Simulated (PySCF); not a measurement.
**Simulated absorption spectrum**

C6H8P2.
SMILES with atom numbers: `[CH:1]#[C:2][CH2:3]/[P:4]=[P:5]\[CH2:6][CH:7]=[CH2:8]` (hydrogens: H9 on C1; H10, H11 on C3; H12, H13 on C6; H14 on C7; H15, H16 on C8)

Method: TDDFT CAM-B3LYP/def2-SVPD, vertical, gas phase, core orbitals frozen in the response in PySCF. The structure is a single GFN2-xTB conformer in the gas phase; no vibrational or solvent corrections. Torsions of this conformer, `[CH:1]#[C:2][CH2:3]/[P:4]=[P:5]\[CH2:6][CH:7]=[CH2:8]`: C2–C3–P4–P5 70°, P4–P5–C6–C7 90°, P5–C6–C7–C8 107°.

Computed states:

```tsv
state	E (eV)	f
S1	3.50	0.0001
S2	3.59	0.013
S3	4.30	0.157
S4	4.99	0.017
S5	5.40	0.0002
S6	5.49	0.0053
S7	5.93	0.010
S8	6.10	0.025
```

Broadening: Gaussians 0.4 eV wide at half height, area fixed by f = 4.319×10⁻⁹ ∫ε dν̃. The width is an assumption, not a result. The curve ends short of the highest state used, and states not computed would add to its high-energy end.

Task: Give the broadened spectrum and its maxima.

Result: 
```csv
E (eV),ε (L mol⁻¹ cm⁻¹)
2.90,0
2.96,1
3.02,3
3.08,10
3.14,26
3.20,63
3.26,133
3.32,249
3.38,411
3.44,599
3.51,795
3.57,887
3.63,876
3.69,774
3.75,639
3.81,567
3.87,685
3.93,1152
3.99,2130
4.05,3710
4.11,5797
4.17,8024
4.23,9812
4.29,10594
4.35,10098
4.41,8498
4.47,6319
4.53,4166
4.59,2467
4.65,1382
4.71,854
4.77,727
4.83,829
4.89,1007
4.95,1143
5.02,1153
5.08,1028
5.14,829
5.20,626
5.26,477
5.32,404
5.38,390
5.44,403
5.50,415
```

Maxima: 345 nm (3.59 eV), ε about 890, made up of S2 (99%); 288 nm (4.30 eV), ε about 11000, made up of S3 (100%); 249 nm (4.99 eV), ε about 1200, made up of S4 (99%) (ε in L mol⁻¹ cm⁻¹; maxima over ε = 5, shares over 10%). At its high-energy end, 5.50 eV, the curve is still rising (ε about 420, from S6).

Task: Does any computed singlet lie in the visible range?

Result: No computed singlet lies in the visible range (380 to 750 nm); the lowest, at 354 nm, stands 0.24 eV above its violet end (3.26 eV); a Tamm–Dancoff triplet lies at 620 nm, without intensity as long as spin–orbit coupling is left out.

Task: What would ε be at 4.30 eV, the highest of these maxima, with half the width (0.2 eV)?

Result: About 21200 L mol⁻¹ cm⁻¹ against 10600, a factor of about 2.00; a lone state at its own centre would give exactly 2.

Task: Coming from long wavelengths, where does ε first pass 100 L mol⁻¹ cm⁻¹?

Result: At about 383 nm (3.24 eV), 0.26 eV below S1.
